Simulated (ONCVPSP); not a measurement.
iodine (I), ONCV: configuration errors across variants

```json
{
 "Element": "I (Z = 53)",
 "Generator": "ONCVPSP 4.0.1",
 "Type": "optimised norm-conserving Vanderbilt (ONCV)",
 "Functional": "PBE",
 "Relativity": "scalar-relativistic",
 "Frozen core": "[Kr] 4d10",
 "Valence charge": "7",
 "Reference configuration": "5s2 5p5",
 "Partial waves": "5s: rc 1.45 bohr, ncon 4, nbas 8, qcut 4.1 1/bohr, 2 projectors, debl 1.5 Ha; 5p: rc 1.95 bohr, ncon 4, nbas 8, qcut 4.6 1/bohr, 2 projectors, debl 3.1 Ha; d scattering state at 0.34 Ha: rc 1.90 bohr, ncon 4, nbas 8, qcut 4.9 1/bohr, 1 projector",
 "Local potential": "polynomial inside 1.25 bohr (lpopt 5, dvloc0 6 Ha)",
 "Core correction": "none"
}
```

All-electron excitation energies from the reference (eV): (1) 5s2 5p4 11.131; (2) 5s2 5p3 30.978; (3) 5s2 5p2 60.307; (4) 5s1 5p5 22.111.

2 further variants failed, have other tests or too few solved ones, and are left out.

A true bound ghost makes a file unfit for plane-wave use even where its test errors are small: the radial tests pick states by their node count and pass the ghost by.

Errors AE − PS in meV (a dash: test not solved or not reliable):

```
     change   (1)  (2)  (3)   (4)  bound ghosts  GHOST(+) flags above zero
       base  -6.3  -27  -66  -2.0             s                       s, p
s: qcut 2.5  -6.2  -26  -61  -1.5          none                       s, p
s: qcut 4.5  -6.3  -27  -66  -2.0             s                       s, p
```

(1) Give the same row for: s: qcut 3.3.

Answers

(1) -6.3, -27, -65, -3.0; bound ghosts: none; GHOST(+) flags above zero: s, p.
